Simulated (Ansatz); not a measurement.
CdI2 (SMILES [I][Cd][I]), singlet, geometry from GFN2-xTB (such geometries of metal compounds can be far from the true shape) (core potentials on Cd, I). Base run: SVWN5/def2-SV(P) (Ansatz, an electronic-structure program).

Input for Ansatz:
Ansatz 0.2 input:
```yaml
crystal:
  periodic: [false, false, false]
  atoms:
    - {symbol: Cd, position_ang: [-0.45271074, 0.22026185, 0.31313575]}
    - {symbol: I, position_ang: [0.02097574, 1.79846839, -1.74306259]}
    - {symbol: I, position_ang: [0.38902644, -1.99795082, 1.45946794]}
basis:
  gaussian:
    orbitals: def2-SV_P_.json
hamiltonian:
  xc: {name: SVWN5}
```
The basis file holds def2-SV(P) in the JSON format of the Basis Set Exchange.

Each row names what was changed in the base input (with any setting that the change needs).

| change | basis functions | E (Eh) |
|---|---|---|
| base | 76 | -762.12755 |
| basis = def2-SVP | 83 | -762.12795 |
| basis = def2-SVPD | 104 | -762.13174 |
| basis = 3-21G | 105 | -19207.12550 |
| basis = def2-TZVP | 140 | -762.19008 |
| basis = def2-TZVPP | 156 | -762.19090 |
| basis = def2-TZVPD | 158 | -762.19036 |
| basis = def2-QZVP | 236 | -762.19809 |
| basis = def2-QZVPP | 252 | -762.19827 |

Totals compare only among sets that treat the same electrons; sets with core potentials leave the core out.
